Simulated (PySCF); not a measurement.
**RbB: frontier orbitals**

CAM-B3LYP at R = 3.043 Å; basis Rb def2-SVPD with ECP28, B def2-SVPD; scalar-relativistic core potentials; PySCF 2.14. State: ³Π (triplet), unpaired electrons σ ↑, π ↑. Only the outer orbitals are listed, counted within each symmetry, core potentials removing the inner ones.

| spin | orbital | occ. | ε (eV) | on Rb (%) | main shells (%) |
| --- | --- | --- | --- | --- | --- |
| α | 2σ | 1 | -37.08 | 100 | 100 Rb s |
| α | 1π | 1 | -19.50 | 100 | 100 Rb p |
| α | 1π | 1 | -19.48 | 100 | 100 Rb p |
| α | 3σ | 1 | -19.39 | 99 | 99 Rb p |
| α | 4σ | 1 | -10.35 | 4 | 96 B s |
| α | 2π | 1 | -4.31 | 10 | 90 B p |
| α | 5σ | 1 | -4.18 | 31 | 70 B p, 31 Rb s |
| α | 6σ | 0 | -0.81 | 83 | 59 Rb s, 23 Rb p, 16 B p |
| α | 2π | 0 | -0.09 | 89 | 89 Rb p, 10 B p |
| α | 3π | 0 | 0.03 | 99 | 93 Rb p |
| β | 2σ | 1 | -37.03 | 100 | 100 Rb s |
| β | 1π | 1 | -19.47 | 100 | 100 Rb p |
| β | 1π | 1 | -19.43 | 100 | 100 Rb p |
| β | 3σ | 1 | -19.31 | 99 | 99 Rb p |
| β | 4σ | 1 | -8.29 | 4 | 95 B s |
| β | 5σ | 0 | -1.13 | 101 | 85 Rb s, 16 Rb p |
| β | 2π | 0 | -0.14 | 96 | 95 Rb p |
| β | 2π | 0 | -0.10 | 99 | 96 Rb p |

Task: Which are the highest filled and the lowest empty level, where do they sit, and how wide is the gap?

Result: Highest filled α 5σ at -4.18 eV (in %: 70 B p, 31 Rb s); lowest empty β 5σ at -1.13 eV (in %: 85 Rb s, 16 Rb p); the gap at CAM-B3LYP is 3.05 eV.

```json
{
  "bond order (Mayer)": "0.70",
  "⟨S²⟩": "2.005",
  "charge on Rb (Mulliken, basis-dependent)": "0.54",
  "charge on Rb (Löwdin, basis-dependent)": "0.50",
  "dipole moment (positive dipole means Rb(−)B(+))": "-8.70 D",
  "polarisability along the bond": "264.8 bohr³",
  "polarisability across the bond": "95.8 bohr³"
}
```

Shares are Mulliken populations and can fall outside 0 to 100 %.

Spin–orbit coupling is left out. The state was picked by a PBE0 search and need not be the measured ground state.
